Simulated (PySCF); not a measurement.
Species: C₇H₉F (charge +1 and doublet state).
Numbering: `[CH3:1][C@H:2]1[CH:3]=[C:4]([F:5])[CH2:6][CH:7][CH+:8]1` (hydrogens: H9, H10, H11 on C1; H12 on C2; H13 on C3; H14, H15 on C6; H16 on C7; H17 on C8)

Cartesian coordinates in Å at the GFN2-xTB level; atoms count from 1:
```
atom  x, y, z in Å
C1     2.2071    0.4374   -0.2586
C2     0.8963   -0.2373    0.2037
C3     0.0232    0.6591    0.9787
C4    -1.3116    0.7116    0.7556
F5    -2.0704    1.5190    1.4737
C6    -2.0098   -0.0703   -0.2805
C7    -1.1157   -0.9263   -1.0827
C8     0.2112   -1.0006   -0.8608
H9     1.9690    1.2160   -0.9800
H10    2.7260    0.8870    0.5825
H11    2.8644   -0.2876   -0.7286
H12    1.2704   -0.9972    0.9243
H13    0.4687    1.2939    1.7317
H14   -2.5844    0.6062   -0.9362
H15   -2.8129   -0.6722    0.1797
H16   -1.5707   -1.4918   -1.8830
H17    0.8322   -1.6348   -1.4764
```

Computed with PySCF 2.14.0, UKS B3LYP, pcH-1 on C F H, non-relativistic, mean-field spin-orbit, GIAO. Isolated species at its GFN2-xTB geometry, gas phase. A GFN2-xTB geometry isn't a minimum of the functional, and hyperfine couplings can be far from their values at a DFT geometry, by a factor of two or more for some ions and for spin on atoms past the first row. Stability of the SCF solution: not tested.

Break the g tensor into its mass correction, gauge correction and orbital-Zeeman/spin–orbit terms.

| Δg (ppm) | 1 | 2 | 3 |
| --- | --- | --- | --- |
| relativistic mass correction | -157 | -157 | -157 |
| gauge correction | 7 | 16 | 21 |
| orbital Zeeman/spin–orbit | -25 | 1048 | 2511 |
| total | -174 | 908 | 2376 |

So g = 2.00214, 2.00323, 2.00469 and g_iso = 2.00336; the tensor is rhombic: the two nearest values differ by 42 % of g3 − g1. Axes: g3 points within 12° of the C7–C8 bond.

At 9.332 GHz, how far is the centre of the isotropic spectrum from where a free electron (g = 2.002319) resonates?

B = hν/(g μB) with μB/h = 13.99624 MHz/mT gives 332.99 mT for the free electron and 332.82 mT at g_iso, 0.17 mT lower.

What are the electron Larmor frequencies g μB B/h along the three axes at 1200 mT?

33.6270, 33.6452, 33.6698 GHz for g1, g2 and g3, a range of 42.8 MHz.

Average each term over the three axes. Which is largest in size?

The orbital-Zeeman/spin–orbit term 1178, the mass correction -157 and the gauge correction 15 ppm, for a total of 1036 ppm. The orbital-Zeeman/spin–orbit term is the largest in size. The mass correction is the same along every axis, so the anisotropy comes from the other two: their spans along these axes are 14 (gauge) and 2536 ppm (orbital Zeeman/spin–orbit).

In a frozen sample, at which fields do the three g values resonate at 9.5, 34, 94 and 263 GHz (hyperfine left aside), and which band first spreads them over more than twice a line width of 0.3 mT?

| band | GHz | B(g3) mT | B(g2) mT | B(g1) mT | spread mT |
| --- | --- | --- | --- | --- | --- |
| X | 9.5 | 338.58 | 338.83 | 339.01 | 0.43 |
| Q | 34.0 | 1211.77 | 1212.65 | 1213.31 | 1.54 |
| W | 94.0 | 3350.18 | 3352.63 | 3354.45 | 4.27 |
| J | 263.0 | 9373.37 | 9380.24 | 9385.31 | 11.94 |

The spread grows in proportion to the frequency. Q band is the first where it exceeds 0.6 mT.

The Mulliken spin populations are largest on C3 (+0.28), C4 (+0.18), C7 (+0.17) and C8 (+0.11). Three atoms exceed +0.15.

The HOMO–LUMO gaps are 6.40 eV among the α and 1.86 eV among the β orbitals.

Hardware: Intel Xeon at 2.50 GHz, one thread, shared host. Cost: 2.9 min wall (with the writing of density and orbital grids), 0.97 GiB resident at most.

The SMILES draws the unpaired electron on C7; the largest computed Mulliken spin population is on C3 (0.28 against 0.17).
